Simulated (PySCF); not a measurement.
This PySCF input asks for the NMR shieldings of `C(C)(C)[C@@H]1O[Si@@H](F)O[SiH2]1`, C4H11FO2Si2; the geometry comes from GFN2-xTB.

```python
import basis_set_exchange as bse
import numpy as np
from pyscf import gto, dft
from pyscf.prop import nmr

atoms = """
C    -1.758066   -1.312420   -0.172588
C    -0.792370   -0.211792   -0.600776
C    -1.560228    0.966357   -1.197919
C     0.054760    0.239975    0.596264
O     0.843537    1.377448    0.231291
Si    2.442715    1.219459    0.178339
F     3.115621    2.329996    1.106249
O     2.669254   -0.246634    0.863378
Si    1.318641   -1.079254    1.236376
H    -2.439108   -0.940653    0.589976
H    -1.224005   -2.167238    0.234736
H    -2.347330   -1.644825   -1.023810
H    -0.112026   -0.603719   -1.365965
H    -0.872701    1.762979   -1.468602
H    -2.104589    0.654602   -2.086558
H    -2.271828    1.357611   -0.474066
H    -0.623924    0.595697    1.380914
H     3.041131    1.250843   -1.128951
H     1.353943   -2.284043    0.418722
H     1.261425   -1.253711    2.679953
"""
names = dict.fromkeys(["C", "O", "Si", "F", "H"], "pcSseg-1")
basis = {el: gto.basis.parse(bse.get_basis(n, elements=[el], fmt="nwchem")) for el, n in names.items()}
mol = gto.M(atom=atoms, basis=basis, charge=0, verbose=0)
mf = dft.RKS(mol, xc="PBE0")
mf.grids.level = 2
mf.grids.alignment = dft.numint.BLKSIZE   # the property module wants whole blocks of grid points
mf.conv_tol = 1e-9
mf.kernel()

calc = nmr.RKS(mf)   # GIAO
C = mf.mo_coeff
Co = C[:, mf.mo_occ > 0]
resp = mf.gen_response(singlet=True, hermi=2)
def vind(x):   # induced exchange potential for any number of trial vectors
    d = np.einsum("pi,xij,qj->xpq", C, 2 * x.reshape(-1, C.shape[1], Co.shape[1]), Co, optimize=True)
    return np.einsum("xpq,pi,qj->xij", resp(d - d.transpose(0, 2, 1)), C, Co, optimize=True).ravel()
mo1, _ = nmr.rhf.solve_mo1(calc, with_cphf=vind)
sigma = calc.kernel(mo1)
for i, s in enumerate(sigma):   # ppm
    print("%2d %-2s %9.2f" % (i, mol.atom_pure_symbol(i), np.trace(s) / 3))
```

**Question.** Give the expected output.

**Answer.** 
```
 0 C     167.62
 1 C     148.06
 2 C     164.31
 3 C     110.54
 4 O     260.19
 5 Si    393.58
 6 F     310.10
 7 O     267.80
 8 Si    362.02
 9 H      31.32
10 H      31.10
11 H      30.58
12 H      30.27
13 H      29.50
14 H      30.66
15 H      31.17
16 H      28.15
17 H      27.21
18 H      26.78
19 H      26.51
```

These numbers come from an equivalent density-fitted implementation of the same equations, which agrees with the script to about 0.01 ppm for H and up to a few tenths of a ppm for heavy atoms, so last digits may differ.

Size and cost of the density-fitted run: 222 basis functions, 90 s wall time on 1 thread of an Arm Neoverse N1, shared host; peak memory 1.1 GiB.
